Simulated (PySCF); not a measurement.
# Electron correlation in S⁺ (sulfur, charge +1)

[Ne] 3s1 3p4, high-spin 4P determinant (an excited configuration). Computed with PySCF 2.14 in x2c-TZVPPall (5s5p3d1f, 42 functions), with scalar relativity by spin-free X2C-1e. Frozen: 1s2; 13 electrons correlated.

```tsv
level	correlation energy (mhartree)
CCSD	-280.25
(T)	-9.97
CCSD(T)	-290.22
```

Diagnostics: T1 = 0.011, D1 = 0.0496, largest double amplitude 0.208.

A double-excitation amplitude exceeds 0.15, a sign of near-degeneracy.

Cost of the coupled-cluster step: roughly 2.2 core-seconds, for 13 correlated electrons.

Iterations:

```
CC2 = 0
CCSD nocc = (np.int64(8), np.int64(5)), nmo = (41, 41)
frozen orbitals [[0], [0]]
max_cycle = 100
direct = 0
conv_tol = 1e-08
conv_tol_normt = 1e-06
diis_space = 8
diis_start_cycle = 0
Init t2, MP2 energy = -0.246790771209481
Init E_corr(UCCSD) = -0.246790771225099
cycle = 1  E_corr(UCCSD) = -0.264478130330166  dE = -0.0176873591  norm(t1,t2) = 0.0778329
cycle = 2  E_corr(UCCSD) = -0.271481978291572  dE = -0.00700384796  norm(t1,t2) = 0.0457417
cycle = 3  E_corr(UCCSD) = -0.280457329812793  dE = -0.00897535152  norm(t1,t2) = 0.0291731
cycle = 4  E_corr(UCCSD) = -0.280059810518246  dE = 0.000397519295  norm(t1,t2) = 0.00309518
cycle = 5  E_corr(UCCSD) = -0.280355501454761  dE = -0.000295690937  norm(t1,t2) = 0.00119978
cycle = 6  E_corr(UCCSD) = -0.280352755705373  dE = 2.74574939e-06  norm(t1,t2) = 0.00321267
cycle = 7  E_corr(UCCSD) = -0.280223172363184  dE = 0.000129583342  norm(t1,t2) = 0.00311139
cycle = 8  E_corr(UCCSD) = -0.28024175016865  dE = -1.85778055e-05  norm(t1,t2) = 0.000265097
cycle = 9  E_corr(UCCSD) = -0.28025594062046  dE = -1.41904518e-05  norm(t1,t2) = 8.21842e-05
cycle = 10  E_corr(UCCSD) = -0.28025125945088  dE = 4.68116958e-06  norm(t1,t2) = 2.84006e-05
cycle = 11  E_corr(UCCSD) = -0.280251299582324  dE = -4.01314445e-08  norm(t1,t2) = 5.59749e-06
cycle = 12  E_corr(UCCSD) = -0.280251272775642  dE = 2.68066824e-08  norm(t1,t2) = 1.16568e-06
cycle = 13  E_corr(UCCSD) = -0.280251255264341  dE = 1.75113009e-08  norm(t1,t2) = 4.98441e-07
cycle = 14  E_corr(UCCSD) = -0.280251254724482  dE = 5.39859213e-10  norm(t1,t2) = 1.76476e-07
UCCSD converged
E(UCCSD) = -398.1390036477674  E_corr = -0.2802512547244819
UCCSD(T) correction = -0.00997341396958295
```

This basis was not built for core-valence correlation, so the inner-shell part is incomplete.
